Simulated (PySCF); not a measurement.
## Te(2+): ionisation energy

Te(2+) [Kr] 4d10 5s2 5p2 (3P) → Te(3+) [Kr] 4d10 5s2 5p1 (2P), as a difference of total energies. Computed with PySCF 2.14 in aug-cc-pwCVDZ-PP with ECP28MDF (6s5p4d1f, 48 functions), with a scalar-relativistic core potential. Correlated levels: valence and next inner shell: nothing frozen outside the core potential. The calculations carry no spin-orbit coupling.

```tsv
method	ionisation energy (eV)
UHF	26.933
MP2 (valence and next inner shell)	27.355
SCS-MP2 (valence and next inner shell)	27.241
CCSD (valence and next inner shell)	27.304
CCSD(T) (valence and next inner shell)	27.309
```

Q: How much does correlation contribute at CCSD(T) (valence and next inner shell)?

A: 27.309 − (26.933) = 0.376 eV, measured against UHF.

The reference lies between the lowest fine-structure levels, while these numbers refer to the centres of the terms.

Errors of the correlated levels include the incompleteness of this basis.

For comparison: 27.84 ± 0.04 eV (measured; NIST Atomic Spectra Database, ionization energies).
